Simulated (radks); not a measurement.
Values are calculated unless marked as measured or tabulated.
Problem. These are the eigenvalues of the occupied orbitals of an atom or ion with whole-number occupations (hartree). Code: a radial shooting solver on a logarithmic mesh with Libxc functionals. Model: scalar-relativistic Kohn-Sham, r2SCAN, spin-polarised, spherical densities, finite nucleus; meta-GGA in the generalised Kohn-Sham scheme; Fermi nuclear charge, rms radius of each element as measured or else 0.836 A^(1/3) + 0.57 fm.

| orbital | eigenvalue |
|---|---|
| 1s | -351.1139 |
| 2s | -42.96983 |
| 2p | -37.17774 |
| 3s | -4.90686 |
| 3p | -3.16282 |
| 3d | -0.38444 |
| 4s | -0.22858 |

Which element is it, and in what charge state? The configuration may be excited. Open shells, if any, are filled with parallel spins first.

Solution. Z = 30, zinc, charge 0: Zn in [Ar] 3d10 4s2. The list shows which subshells hold electrons but not how many an open one holds; the 1s level, -351.11 hartree, gives Z - s = 26.5 by -(Z - s)^2/2, which with screening and relativity narrows Z to a few neighbours, and the depths of the outer levels then fix element, charge and occupations together.
